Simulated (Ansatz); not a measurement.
Ansatz (an electronic-structure program) input:

Ansatz 0.2 input:
```yaml
crystal:
  periodic: [false, false, false]
  atoms:
    - {symbol: C, position_ang: [-2.68123845, -0.65613258, -0.67488810]}
    - {symbol: C, position_ang: [-1.33649306, 0.06770196, -0.63759386]}
    - {symbol: C, position_ang: [-1.40607006, 1.31607737, 0.24005172]}
    - {symbol: C, position_ang: [-0.22056100, -0.88944582, -0.16564680]}
    - {symbol: C, position_ang: [1.14994023, -0.31625024, -0.26371769]}
    - {symbol: C, position_ang: [1.98996841, -0.09123223, 0.81007226]}
    - {symbol: C, position_ang: [3.25504564, 0.45214273, 0.73465998]}
    - {symbol: H, position_ang: [-2.64608742, -1.52941083, -1.32969742]}
    - {symbol: H, position_ang: [-3.47377418, 0.00317517, -1.03449624]}
    - {symbol: H, position_ang: [-2.96319789, -0.99915892, 0.32453801]}
    - {symbol: H, position_ang: [-1.08916990, 0.38118246, -1.65861469]}
    - {symbol: H, position_ang: [-1.65242950, 1.04652935, 1.27127186]}
    - {symbol: H, position_ang: [-0.45392818, 1.84780530, 0.25475381]}
    - {symbol: H, position_ang: [-2.17528510, 2.00381371, -0.11680449]}
    - {symbol: H, position_ang: [-0.42583170, -1.19121856, 0.86672849]}
    - {symbol: H, position_ang: [-0.28022650, -1.79962318, -0.77592960]}
    - {symbol: H, position_ang: [1.49881132, -0.04028444, -1.25589027]}
    - {symbol: H, position_ang: [1.61760725, -0.36679407, 1.79425870]}
    - {symbol: H, position_ang: [3.68131382, 0.74656652, -0.21628816]}
    - {symbol: H, position_ang: [3.85864761, 0.60025057, 1.61854513]}
basis:
  gaussian:
    orbitals: aug-cc-pVDZ
magnetization: {spin_polarized: true, initial_magnetization: 1}
correlation: {method: ccsd_t, electrons: outside_noble_gas}
output: {forces: true}
```

Problem. Which total energy does the run end on?

Solution. -273.76161 Eh (CCSD(T)/aug-cc-pVDZ). The basis has 278 functions.

It need not be the lowest isomer of its formula.

The determinant is spin-contaminated: <S^2> is 0.94 against 0.75 for a pure state.
